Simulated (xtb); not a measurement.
B(F)(Et)(vinyl) (C4H8BF), SMILES C=CB(F)CC. All values are semi-empirical tight-binding results from xtb (GFN2-xTB unless named), good for trends rather than for accurate numbers. Coordinates come from a GFN2-xTB optimisation. The values are those of a single conformer.

Q: Estimate the properties. (An estimate is asked for; the answer gives what the named calculation found.)

A: 
| Property | Value |
|---|---|
| orbital gap | 3.44 eV |
| dipole moment | 1.78 D |
| zero-point energy | 70.8 kcal/mol |
| G − E(el) at 298.15 K (modified RRHO) | 50.7 kcal/mol |
| static polarisability (D4 model) | 62.6 bohr³ |
| solvation energy, GFN2-xTB/ALPB(water) | -1.5 kcal/mol |
| solvation energy, GFN2-xTB/ALPB(thf) | -5.2 kcal/mol |

Q: Give the IR lines (harmonic; lines under 4 % of the strongest left out, lines within 3 cm⁻¹ merged). (The exact figures need the calculation; the answer reports its results.)

A: ν (cm⁻¹): 354 (w), 637 (m), 686 (w), 936 (w), 964 (m), 999 (m), 1039 (w), 1048 (w), 1171 (vs), 1218 (vs), 1249 (m), 1289 (m), 1311 (vs), 1414 (w), 1655 (m), 2982 (m), 2993 (w), 3024 (m), 3033 (s), 3040 (m), 3083 (w), 3109 (m) (against the strongest line: vs over 80 %, s over 45 %, m over 15 %, w over 4 %, vw less)
